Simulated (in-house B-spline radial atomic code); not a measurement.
Ionising Er LV (Er54+) with different functionals

Computed with an all-electron radial atomic-structure program (B-spline basis): scalar-relativistic (spin-free X2C) Hamiltonian, Fermi nucleus of rms radius 5.2516 fm, spin-polarised at highest spin, spherical fractional occupations for the functionals. The ionisation energy is the difference of two self-consistent energies, [Ne] 3s2 3p2 → [Ne] 3s2 3p1, without Breit or QED terms; ε is the level of the shell that loses the electron (its least bound occupied spin orbital). There is no spin-orbit coupling in this Hamiltonian.

Hybrids are left out here: with spherical fractional occupations of an open shell their exact exchange keeps a self-interaction that integer-occupation calculations don't have.

```tsv
method	rung	ΔSCF (eV)	-ε(3p) (eV)
LDA PW92	LDA	?	?
LDA VWN5	LDA	?	?
SCAN	meta-GGA	5185.1	5131.5
TPSS	meta-GGA	5184.3	5129.4
```

**Question.** What does LDA PW92 give?

**Answer.** ΔSCF 5182.8 eV, and -ε(3p) = 5127.1 eV.

**Question.** What does LDA VWN5 give?

**Answer.** ΔSCF 5182.8 eV, and -ε(3p) = 5127.1 eV.

**Question.** Among the functionals, which spreads more, the ΔSCF values or the orbital energies?

**Answer.** The orbital energies: ΔSCF values span about 2.3 eV and the orbital energies 4.4 eV.

**Question.** How do they compare with the NIST value?

**Answer.** NIST lists 5329 eV ± 5 (tabulated theory, ground level to ground level). Errors run from -146.2 to -143.9 eV. The correlated functionals all miss on the same side by more than they spread, so the cause is common to them (spin-orbit coupling, Breit-QED terms, multiplet and fine-structure energies, or a listed next ion that isn't the cheapest removal here) and closeness doesn't rank the functionals.
